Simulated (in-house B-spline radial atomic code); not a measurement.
Values are calculated unless marked as measured or tabulated.
# Correlation energy from the adiabatic connection: −Z/r, Z = 1.75

Two electrons in a singlet, external potential −Z/r, Z = 1.75 (atomic units). Full CI in B-splines (partial waves to l = 8, correlation up to 0.6 % small) with the density held fixed gives W(λ) = <V_ee>_λ − U, and E_c is the integral of W(λ) − W(0) from 0 to 1.

```tsv
λ	W(λ) − W(0) (hartree)
0	0.00000
0.02	-0.00194
0.05	-0.00482
0.12	-0.01135
0.25	-0.02287
0.4	-0.03526
0.6	-0.05041
0.8	-0.06420
1	-0.07678
```

Problem. Integrate the table by the trapezoid rule.

Solution. The strips give -0.00002, -0.00010, -0.00057, -0.00222, -0.00436, -0.00857, -0.01146, -0.01410, which sum to -0.04140 hartree. The direct value, W(1) − W(0) + T_c with T_c = 0.03530, is -0.04148; the curve is convex, so chords lie above it and the trapezoids fall short in size by 0.21 %.

Problem. Now use only three numbers: W(0) = -0.86738, the initial slope W'(0) = -0.09764 (extrapolated from the first points) and the strong-coupling limit of the point-charge-plus-continuum model, W∞ = -1.2395. What do second-order theory and the interpolation W(λ) = W∞ + (W(0) − W∞)/√(1 + 2χλ) of Seidl, Perdew and Levy give?

Solution. Second order keeps the slope alone: E_c = W'(0)/2 = -0.04882, +18 % in size against -0.04148. Matching the slope fixes χ = W'(0)/(W∞ − W(0)) = -0.09764/(-0.37212) = 0.26239. Integrating, with s = √(1 + 2χ) = 1.234819, E_c = −(W(0) − W∞)(s − 1)/(s + 1) = −0.37212 × 0.234819/2.234819 = -0.03910 hartree, -5.7 % in size against the full result. At λ = 1 the formula gives W − W(0) = -0.07076 against -0.07678. Part of the miss can come from the model's W∞.
